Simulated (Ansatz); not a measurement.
Coupled-cluster diagnostics for cyclo-(Me2SiS)3 (C₆H₁₈S₃Si₃), Ansatz.

Geometry of the singlet (PBE-D4/def2-SVP):

Cartesian coordinates in Å:
```
Si 1.947 0.579 -0.264
C 1.526 2.413 -0.293
C 3.802 0.293 -0.157
S 1.305 -0.353 -2.122
Si -0.753 -0.901 -1.678
C -0.800 -2.608 -0.885
C -1.663 -0.874 -3.323
S -1.751 0.602 -0.454
Si -0.945 0.256 1.537
C -1.108 1.901 2.438
C -1.897 -1.088 2.448
S 1.119 -0.430 1.483
H 2.054 2.891 -1.143
H 1.842 2.904 0.649
H 0.437 2.557 -0.438
H 4.219 0.793 0.741
H 4.031 -0.789 -0.100
H 4.302 0.708 -1.056
H -0.190 -2.622 0.039
H -1.842 -2.902 -0.645
H -0.373 -3.347 -1.594
H -1.666 0.147 -3.753
H -1.165 -1.554 -4.043
H -2.713 -1.207 -3.190
H -0.510 2.692 1.944
H -0.754 1.795 3.484
H -2.169 2.225 2.455
H -1.473 -1.236 3.463
H -1.851 -2.052 1.907
H -2.961 -0.793 2.550
```

Correlated methods freeze 36 core orbitals.

Q: Estimate the CCSD(T) correlation energy, the shares of MP2 and (T), T1 and the reference's ⟨S²⟩ for: charge 0, singlet, own geometry in def2-SVP; and the rough time on 2 threads of AMD EPYC 7R13 on a shared host and a share (18 GiB) of an NVIDIA H100 80GB HBM3.

A: 
```json
{"state": "charge 0, singlet, own geometry", "basis": "def2-SVP", "correlation (eV)": "-47.582", "MP2 share (%)": "88.5", "(T) share (%)": "3.3", "T1": "0.010", "⟨S²⟩ (pure)": "0.00 (0.00)", "wall time": "11 s"}
```
Customary marks for T1 are 0.02 (closed shells), 0.045 (open shells) and about 0.05 (3d metals). T1 stays under 0.02 throughout.
